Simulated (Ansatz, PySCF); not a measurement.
B(Me)(NCO)2 (C₃H₃BN₂O₂), SMILES CB(N=C=O)N=C=O. Atoms are numbered in the order given.

```xyz
11

B     -0.6230    -0.4515    -0.1069
C     -1.8953    -1.3516    -0.2754
H     -1.6417    -2.3809    -0.5673
H     -2.6217    -0.9315    -0.9850
H     -2.4007    -1.4169     0.7055
N     -0.6645     0.9481    -0.3649
C     -0.7869     2.1112    -0.6122
O     -0.8970     3.2483    -0.8506
N      0.6100    -0.9988     0.3495
C      1.6049    -1.5413     0.7298
O      2.5809    -2.0623     1.1012
```

The structure is a stationary point at PBE0-D3(BJ)/def2-SVP. Other conformers were not sampled.

Two levels are set side by side: PBE-D3(BJ)/def2-SVP (Ansatz, a first-principles code) and PBE0-D3(BJ)/def2-SVP (Ansatz). Each level has its own optimised geometry; the coordinates shown are those of the second. Frequencies come from the Hessian of PySCF at each geometry. Differences are taken from unrounded values.

| quantity | PBE0-D3(BJ) |
|---|---|
| mean bond length (Å) | 1.244 |
| bond B1–C2 (Å) | 1.568 |
| bond B1–N6 (Å) | 1.424 |
| bond B1–N9 (Å) | 1.424 |
| bond N6–C7 (Å) | 1.195 |
| bond C7–O8 (Å) | 1.167 |
| bond N9–C10 (Å) | 1.195 |
| bond C10–O11 (Å) | 1.167 |
| bond C2–H3 (Å) | 1.100 |
| bond C2–H4 (Å) | 1.099 |
| bond C2–H5 (Å) | 1.105 |
| highest harmonic wavenumber (cm⁻¹) | 3184 |
| mean harmonic wavenumber (cm⁻¹) | 1122 |
| zero-point energy (kcal/mol) | 43.31 |

Problem. What does PBE-D3(BJ) give, and how far is it from PBE0-D3(BJ)? (The exact figures need the calculation; the answer reports its results.)

Solution. 
```json
[
 {"quantity": "mean bond length (Å)", "PBE-D3(BJ)": "1.255", "PBE-D3(BJ) minus PBE0-D3(BJ)": "0.010"},
 {"quantity": "bond B1–C2 (Å)", "PBE-D3(BJ)": "1.576", "PBE-D3(BJ) minus PBE0-D3(BJ)": "0.009"},
 {"quantity": "bond B1–N6 (Å)", "PBE-D3(BJ)": "1.431", "PBE-D3(BJ) minus PBE0-D3(BJ)": "0.007"},
 {"quantity": "bond B1–N9 (Å)", "PBE-D3(BJ)": "1.431", "PBE-D3(BJ) minus PBE0-D3(BJ)": "0.007"},
 {"quantity": "bond N6–C7 (Å)", "PBE-D3(BJ)": "1.209", "PBE-D3(BJ) minus PBE0-D3(BJ)": "0.014"},
 {"quantity": "bond C7–O8 (Å)", "PBE-D3(BJ)": "1.181", "PBE-D3(BJ) minus PBE0-D3(BJ)": "0.014"},
 {"quantity": "bond N9–C10 (Å)", "PBE-D3(BJ)": "1.209", "PBE-D3(BJ) minus PBE0-D3(BJ)": "0.014"},
 {"quantity": "bond C10–O11 (Å)", "PBE-D3(BJ)": "1.181", "PBE-D3(BJ) minus PBE0-D3(BJ)": "0.014"},
 {"quantity": "bond C2–H3 (Å)", "PBE-D3(BJ)": "1.108", "PBE-D3(BJ) minus PBE0-D3(BJ)": "0.008"},
 {"quantity": "bond C2–H4 (Å)", "PBE-D3(BJ)": "1.107", "PBE-D3(BJ) minus PBE0-D3(BJ)": "0.008"},
 {"quantity": "bond C2–H5 (Å)", "PBE-D3(BJ)": "1.114", "PBE-D3(BJ) minus PBE0-D3(BJ)": "0.008"},
 {"quantity": "highest harmonic wavenumber (cm⁻¹)", "PBE-D3(BJ)": "3092", "PBE-D3(BJ) minus PBE0-D3(BJ)": "-92"},
 {"quantity": "mean harmonic wavenumber (cm⁻¹)", "PBE-D3(BJ)": "1081", "PBE-D3(BJ) minus PBE0-D3(BJ)": "-41"},
 {"quantity": "zero-point energy (kcal/mol)", "PBE-D3(BJ)": "41.72", "PBE-D3(BJ) minus PBE0-D3(BJ)": "-1.59"}
]
```

GGA bonds tend to be longer and softer than those of functionals with exact exchange. Differences between two approximate levels are no errors against the true value.
